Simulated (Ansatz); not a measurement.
Two structures of GeH2ClF3, singlet, reached by relaxing down either side of one saddle point (PBE0-D4/def2-TZVP). Energies are electronic, without zero-point energy. Program: Ansatz 0.2.0. Basis: def2-TZVPP and def2-QZVPP. Cores are frozen in the correlated methods. Filled d shells of the heavier atoms are correlated. The def2 sets are not built for correlating such inner shells, so the correlated values are less sure here. Extrapolation: Hartree–Fock as exp(−7.88 √X), correlation as X^−2.97. First:

```json
{"atom": "Ge1", "x (Å)": "-0.6080", "y (Å)": "0.4366", "z (Å)": "-0.6519"}
{"atom": "Cl2", "x (Å)": "0.4767", "y (Å)": "-0.9535", "z (Å)": "-1.7673"}
{"atom": "F3", "x (Å)": "-1.7041", "y (Å)": "1.2825", "z (Å)": "-1.6362"}
{"atom": "F4", "x (Å)": "-1.5034", "y (Å)": "-0.3168", "z (Å)": "0.5789"}
{"atom": "F5", "x (Å)": "0.4130", "y (Å)": "1.5818", "z (Å)": "0.0763"}
{"atom": "H6", "x (Å)": "1.6230", "y (Å)": "-1.2580", "z (Å)": "1.4661"}
{"atom": "H7", "x (Å)": "1.3028", "y (Å)": "-0.7725", "z (Å)": "1.9342"}
```

Second:

```
atom    x (Å)    y (Å)    z (Å)
 Ge1  -0.2854   0.8435   0.3179
 Cl2   1.5281  -1.9666  -1.0281
  F3  -0.6145   1.1886  -1.3192
  F4  -0.9415  -0.7172   0.6077
  F5  -1.2543   1.9108   1.2332
  H6   0.3866  -2.2016  -0.4916
  H7   1.1809   0.9424   0.6802
```

Question: Which bonds change from the first to the second?

Answer: GeClF₃ ([F][Ge]([F])([F])[Cl]) + H₂ → GeHF₃ ([F][GeH]([F])[F]) + HCl; bonds formed: Ge1–H7, Cl2–H6; bonds broken: Ge1–Cl2, H6–H7.

Question: Give the saddle point's structure and its height above each. (To be estimated.)

Answer: Computed: 235.7 kJ/mol above the first and 210.7 kJ/mol above the second (CCSD(T) at an estimated basis limit (MP2 extrapolated from triple and quadruple zeta, plus CCSD(T) − MP2 in triple zeta)).
| atom | x (Å) | y (Å) | z (Å) |
| --- | --- | --- | --- |
| Ge1 | -0.3261 | 0.3386 | 0.0297 |
| Cl2 | 0.9067 | -1.2777 | -1.3079 |
| F3 | -1.1528 | 0.8019 | -1.3948 |
| F4 | -1.6423 | -0.2026 | 0.9798 |
| F5 | 0.3933 | 1.8332 | 0.4520 |
| H6 | 1.0617 | -1.0202 | 0.1867 |
| H7 | 0.7594 | -0.4732 | 1.0546 |

T1 diagnostic: at most 0.013. The start structure is not quite a true minimum (one mode of 83i cm⁻¹).

Labels in which every atom is bracketed show which atoms are joined, not bond orders.

For scale, one of the runs: CCSD(T)/def2-TZVPP, 211 basis functions, launched by `ansatz run in.yaml --threads 8 --pin off --events-out ev --progress --plain --max-ram 19148MiB`. Hardware: 8 CPU threads of an Intel Xeon Platinum 8488C, shared host. Wall time 41 s; peak host memory 3.3 GiB.
